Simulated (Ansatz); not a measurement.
Ansatz (a first-principles code) input file for (1Z)-1-chloro-2-fluorobuta-1,3-diene (C₄H₄ClF), SMILES C=C/C(F)=C/Cl, CAM-B3LYP/def2-SVPD. The structure is a stationary point at B3LYP-D3(BJ)/def2-SVP. The values are those of a single conformer.

Ansatz 0.2 input:
```yaml
crystal:
  periodic: [false, false, false]
  atoms:
    - {symbol: C, position_ang: [-0.01470149, -2.91527673, 0.00000000]}
    - {symbol: C, position_ang: [0.67701226, -1.76593278, 0.00000000]}
    - {symbol: C, position_ang: [0.05852238, -0.45031807, 0.00000000]}
    - {symbol: F, position_ang: [-1.27935837, -0.43837297, 0.00000000]}
    - {symbol: C, position_ang: [0.74368959, 0.70754436, 0.00000000]}
    - {symbol: Cl, position_ang: [-0.01568908, 2.25557513, 0.00000000]}
    - {symbol: H, position_ang: [-1.10693396, -2.91649026, 0.00000000]}
    - {symbol: H, position_ang: [0.49645393, -3.88000272, 0.00000000]}
    - {symbol: H, position_ang: [1.77087772, -1.77096933, 0.00000000]}
    - {symbol: H, position_ang: [1.83340560, 0.71194119, 0.00000000]}
basis:
  gaussian:
    orbitals: def2-SVPD
hamiltonian:
  xc: {name: CAM-B3LYP}
```

Program output:

```
WARN ansatz: RAYON_NUM_THREADS=1 ignored (pool sized by the plan → 1); use --threads N
Functional definition: CAM-B3LYP
integrals: 0.12 GiB planned
1393 factors; their error is unknown
integrals: 0.15 GiB planned
519 factors; integrals over basis functions are off by at most 2.6e-5 eV
mean field: 1.06 GiB planned
mean field evaluation 1: about -19436.9139 eV, gradient 3.7e1 eV
mean field evaluation 2: about -19437.9504 eV, gradient 3.1e1 eV
mean field evaluation 4: about -19440.1334 eV, gradient 2.5e0 eV
mean field evaluation 8: about -19440.1690 eV, gradient 5.7e-2 eV
mean field evaluation 16: about -19440.1690 eV, gradient 6.2e-5 eV
mean field -19440.16902825 eV, -714.4130347685 hartree, gradient 6.2e-5 eV, S^2 0.000000; 0 other end points of the search recorded, 0 dependent functions left out
reference -19440.16916482 eV, -714.4130397874 hartree; 27, 27 occupied and 135, 135 virtual orbitals, 1393 factors
Total energy: -19440.16916482 eV, -714.4130397874 hartree
```

The calculation finished and met its thresholds.

Cost: about 6 core-seconds (a rough figure).
